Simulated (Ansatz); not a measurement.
System: MnCl (charge 0, septet). The spin state was set by rule; other spins were not relaxed. 
Coordinates optimised at B3LYP-D3(BJ)/def2-TZVP (Ansatz, an electronic-structure program):
```xyz
2

Mn     0.0000     0.0000    -0.9119
Cl     0.0000     0.0000     1.3410
```
Charge 0, spin multiplicity 7.

Computed values are from Ansatz. Valence correlation only, unless marked. UHF or UKS for open shells. No spin-orbit coupling. The frozen core is the preceding noble-gas configuration, with the filled d and f shells of earlier blocks. Non-relativistic. Basis-set limits of correlation are two-point, X^-3; Hartree-Fock from the larger set.

What is the dipole moment at CCSD(T)/def2-SVPD?

3.18 D.

What is the atomisation energy De at CCSD(T)/CBS(def2-TZVPPD,def2-QZVPPD)?

84.2 kcal/mol.

What is the vertical ionisation energy (to the sextet) at CCSD(T)/CBS(def2-TZVPPD,def2-QZVPPD)?

7.91 eV.

What is the T1 diagnostic at CCSD/def2-QZVPPD?

0.017.

What is the total energy at CCSD(T)/CBS(def2-TZVPPD,def2-QZVPPD)?

-1609.8600 Eh.
